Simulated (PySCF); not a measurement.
Compound: CH6Ge2O.
Numbering: `[O:1]=[C:2]([GeH3:3])[GeH3:4]` (hydrogens: H5, H6, H7 on Ge3; H8, H9, H10 on Ge4)

Computed by this run: PBE0-D3(BJ)/def2-SVP geometry optimisation, gas phase in PySCF; density fitting, grid level 1; the optimiser is geomeTRIC in internal coordinates, started from a GFN2-xTB structure with every atom displaced at random (about 0.01 Å).

Step 0: E = -116182.5324 eV
```
atom  x, y, z in Å  |  force x, y, z in eV/Å
O1      0.0913    2.0228    0.0013   -0.097   1.706  -0.007
C2      0.0224    0.8395   -0.0047    0.307  -1.476  -0.013
Ge3    -1.7412   -0.0944   -0.2823    0.718   0.037   0.279
Ge4     1.7430   -0.2073    0.2678   -1.232  -0.382   0.166
H5     -2.8268    0.8910   -0.4641   -0.797   0.815  -0.109
H6     -1.6561   -0.9914   -1.4685    0.140  -0.539  -0.832
H7     -2.0108   -0.9813    0.8960   -0.123  -0.396   0.679
H8      2.0270   -1.0334   -0.9440    0.148  -0.451  -0.769
H9      1.5471   -1.1703    1.4245   -0.076  -0.268   0.361
H10     2.8544    0.7038    0.5528    1.011   0.953   0.246
```

**Question.** Estimate the geometry and energy of step 1. (The exact step hangs on the optimiser's Hessian estimate; all steps are aligned on step 0, rigid shifts and turns removed.)

**Answer.** E = -116182.6865 eV, largest force 0.420 eV/Å
```
atom  x, y, z in Å  |  force x, y, z in eV/Å
O1      0.0878    2.0590   -0.0044   -0.020  -0.322  -0.020
C2      0.0370    0.8540   -0.0098   -0.049   0.267   0.025
Ge3    -1.7250   -0.1023   -0.2782   -0.228  -0.073  -0.082
Ge4     1.7175   -0.2296    0.2737    0.352   0.081  -0.001
H5     -2.8688    0.9365   -0.4604    0.247  -0.232   0.039
H6     -1.6047   -1.0263   -1.5292   -0.030   0.184   0.241
H7     -1.9822   -1.0028    0.9650    0.028   0.151  -0.202
H8      2.0031   -1.0646   -1.0084   -0.042   0.141   0.216
H9      1.4993   -1.2056    1.4589    0.025   0.103  -0.132
H10     2.8864    0.7608    0.5717   -0.283  -0.299  -0.084
```

The energy changes by -0.1541 eV. The first-order estimate −F·Δx gives -0.4741 eV and the mean of the old and new forces, exact on a quadratic surface, -0.1687 eV. The step makes an angle of 47° with the force vector and moves no atom by more than 0.087 Å.

What follows is the cost of the whole optimisation. The run took 18 s of wall time on an AMD EPYC 9R45 with one thread, shared host with 96 logical CPUs at a one-minute load of 39, and the process peaked at 0.52 GiB of memory.
